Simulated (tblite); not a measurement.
Run record: tight-binding relaxation, `C=[C]C(=S)N(C)C` [radical].

Computed with GFN2-xTB geometry optimisation, gas phase (tblite 0.8.0). Start geometry: from a force field or distance geometry. A driver script takes a list of jobs; this job's settings line and coordinates (Å) are shown.

Command:
```bash
OMP_NUM_THREADS=1 python probes_run.py task.json out
```

Input:
```
{"job": {"kind": "relax", "xc": "GFN2-xTB", "basis": "xTB"}, "charge": 0, "multiplicity": 2}
C      2.550000     0.307500     0.207200
C      1.792500     1.006900    -0.583100
C      0.415700     0.933500    -0.893500
S     -0.151400     2.065400    -1.994900
N     -0.557900     0.031200    -0.394700
C     -1.941200     0.162900    -0.889100
C     -0.314200    -1.019500     0.543200
H      3.619700     0.592000     0.272200
H      2.275600    -0.527600     0.834300
H     -2.135800    -0.800900    -1.401600
H     -2.038100     1.031900    -1.549000
H     -2.615000     0.169000    -0.002700
H      0.377800    -1.747800     0.092400
H     -1.285500    -1.557900     0.702100
H      0.003500    -0.638600     1.529700
```

Question: Estimate the output.

Answer: 
```
step      E/eV     max force
  0    -566.25742    2.429
  1    -566.47659    1.375
  2    -566.56671    1.087
  3    -566.64647    0.576
  4    -566.66404    0.384
  5    -566.68073    0.333
  6    -566.69983    0.425
  7    -566.71086    0.339
  8    -566.72238    0.295
  9    -566.73566    0.270
... (114 lines left out)
124    -567.62125    0.047
125    -567.62172    0.046
126    -567.62192    0.064
127    -567.62223    0.036
128    -567.62237    0.024
129    -567.62249    0.020
130    -567.62258    0.020
131    -567.62268    0.019
132    -567.62274    0.015
133    -567.62276    0.008
```

«max force» is the largest atomic force in eV/Å.

Question: From which step on does the largest force stay under 0.1 eV/Å, and how much energy is left to gain from there?

Answer: From step 117 (0.044 eV/Å), 3.6 meV above the end.

Summary of the converged run: energy lowered by 31.5 kcal/mol over 133 steps; largest atomic force 0.008 eV/Å at the end.

Question: Where do the atoms end?

Answer: 0.685 Å rms from the input after alignment:
```
atom  x, y, z in Å
C1     2.8367    0.4510    0.1438
C2     1.6051    0.5349   -0.2292
C3     0.3782    0.6993   -0.7461
S4     0.2912    1.8571   -2.0129
N5    -0.7218    0.0331   -0.2964
C6    -1.9855    0.1217   -0.9729
C7    -0.5844   -1.0329    0.6600
H8     3.2276    1.0238    0.9743
H9     3.5498   -0.1970   -0.3484
H10   -2.1675   -0.7632   -1.5932
H11   -1.9898    1.0038   -1.6107
H12   -2.7882    0.2046   -0.2373
H13   -0.5803   -2.0131    0.1686
H14   -1.4215   -1.0014    1.3604
H15    0.3461   -0.9138    1.2124
```

On one thread of an Arm Neoverse N1, on a shared host, this took 1.3 s of wall time.
Labels such as C1 count atoms from 1, the log's own numbers from 0.
